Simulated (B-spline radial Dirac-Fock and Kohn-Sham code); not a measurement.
# B 2s: cross section and angular parameters

System: the B atom, configuration [He] 2s2 2p1; threshold 11.89 eV (orbital energy of the model). Model: Dirac-Hartree-Slater photoionisation with a Latter tail; cross sections with all multipoles, angular parameters from the dipole term and its interference with E2. Program: a radial atomic solver.

```tsv
hν (eV)	σ (kb)	β	γ
60	573	2.000	-0.004
63.2	529	2.000	0.000
80	357	2.000	0.021
93.1	270	2.000	0.038
134	127	2.000	0.094
138	119	2.000	0.099
139	117	2.000	0.100
147	?	?	?
161	84.8	2.000	0.125
275	24.5	2.000	0.227
300	19.9	2.000	0.246
310	18.4	2.000	0.254
393	10.3	2.000	0.313
444	7.59	2.000	0.347
477	6.33	2.000	0.368
480	6.23	2.000	0.370
665	2.67	2.000	0.473
805	1.60	2.000	0.543
1000	0.879	2.000	0.631
1253.6	0.464	2.000	0.731
1486.9	0.284	2.000	0.814
3350	0.0249	2.000	1.300
4700	0.00872	2.000	1.563
4830	0.00800	2.000	1.587
5414.7	0.00559	2.000	1.688
6000	0.00404	2.000	1.784
9770	0.000844	2.000	2.305
13700	0.000280	2.000	2.742
```

Question: Give the values at 147 eV.

Answer: σ = 104 kb, β = 2.000, γ = 0.109. For an s subshell δ is negligible.

Values without a named source are computed, but for edge energies of neutral atoms, which are taken from tables.
